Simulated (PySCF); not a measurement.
# Si22H36: Orbital levels and atomic charges

System: Si22H36 (flake silicane).

Cartesian coordinates (Å):
```
  1 Si    9.925    1.108   -0.354
  2 Si    7.995    2.214    0.330
  3 Si    6.005    1.147   -0.276
  4 Si    6.004   -1.147    0.276
  5 Si    7.996   -2.215   -0.331
  6 Si    9.926   -1.107    0.355
  7 Si   -6.005    1.147   -0.276
  8 Si   -7.996    2.214    0.330
  9 Si   -9.925    1.106   -0.355
 10 Si   -9.925   -1.107    0.354
 11 Si   -7.996   -2.214   -0.330
 12 Si   -6.006   -1.146    0.276
 13 Si    2.005    1.146   -0.278
 14 Si    0.000    2.186    0.325
 15 Si   -2.005    1.146   -0.278
 16 Si   -2.004   -1.144    0.278
 17 Si    0.001   -2.187   -0.326
 18 Si    2.005   -1.144    0.278
 19 Si    4.006    2.185    0.336
 20 Si    4.004   -2.185   -0.335
 21 Si   -4.006    2.186    0.336
 22 Si   -4.005   -2.185   -0.335
 23 H     9.974    1.122   -1.826
 24 H    11.156    1.820    0.021
 25 H     8.013    2.292    1.802
 26 H     7.989    3.627   -0.080
 27 H     6.013    1.137   -1.764
 28 H     6.013   -1.136    1.764
 29 H     8.013   -2.291   -1.803
 30 H     7.989   -3.629    0.080
 31 H     9.974   -1.122    1.827
 32 H    11.156   -1.821   -0.022
 33 H    -6.013    1.136   -1.764
 34 H    -8.013    2.291    1.802
 35 H    -7.990    3.627   -0.080
 36 H    -9.973    1.122   -1.827
 37 H   -11.156    1.819    0.018
 38 H    -9.974   -1.120    1.826
 39 H   -11.155   -1.821   -0.020
 40 H    -8.013   -2.291   -1.802
 41 H    -7.989   -3.627    0.080
 42 H    -6.013   -1.136    1.764
 43 H     2.013    1.139   -1.765
 44 H     0.000    2.275    1.797
 45 H    -0.001    3.600   -0.091
 46 H    -2.012    1.139   -1.766
 47 H    -2.011   -1.139    1.766
 48 H     0.000   -2.274   -1.798
 49 H     0.000   -3.600    0.091
 50 H     2.012   -1.140    1.765
 51 H     4.015    2.262    1.809
 52 H     4.016    3.599   -0.077
 53 H     4.015   -2.263   -1.808
 54 H     4.015   -3.599    0.078
 55 H    -4.015    2.263    1.808
 56 H    -4.015    3.600   -0.079
 57 H    -4.013   -2.264   -1.807
 58 H    -4.015   -3.600    0.079
```

Method: PBE0/6-31G*, gas phase, PySCF, fitting set def2-universal-JFIT up to Ne and JKFIT beyond, grid level 1.

(1) Give the orbital energies near the gap.

(2) Give the partial charges of the non-hydrogen atoms.

## Answers

(1) 
```csv
orbital,eV
HOMO-4,-7.80
HOMO-3,-7.72
HOMO-2,-7.60
HOMO-1,-7.50
HOMO,-7.13
LUMO,-2.09
LUMO+1,-1.66
LUMO+2,-1.03
LUMO+3,-0.90
```

(2) 
```
atom  Mulliken   IAO  Hirshfeld
 Si1      0.06  0.16       0.13
 Si2      0.09  0.17       0.13
 Si3     -0.06  0.04       0.06
 Si4     -0.06  0.04       0.06
 Si5      0.09  0.17       0.13
 Si6      0.06  0.16       0.13
 Si7     -0.06  0.04       0.06
 Si8      0.09  0.17       0.13
 Si9      0.06  0.16       0.13
Si10      0.06  0.16       0.13
Si11      0.09  0.17       0.13
Si12     -0.06  0.04       0.06
Si13     -0.05  0.05       0.07
Si14      0.12  0.19       0.14
Si15     -0.05  0.05       0.07
Si16     -0.06  0.05       0.07
Si17      0.12  0.19       0.14
Si18     -0.06  0.05       0.07
Si19      0.12  0.19       0.14
Si20      0.12  0.19       0.13
Si21      0.12  0.19       0.14
Si22      0.12  0.19       0.13
```
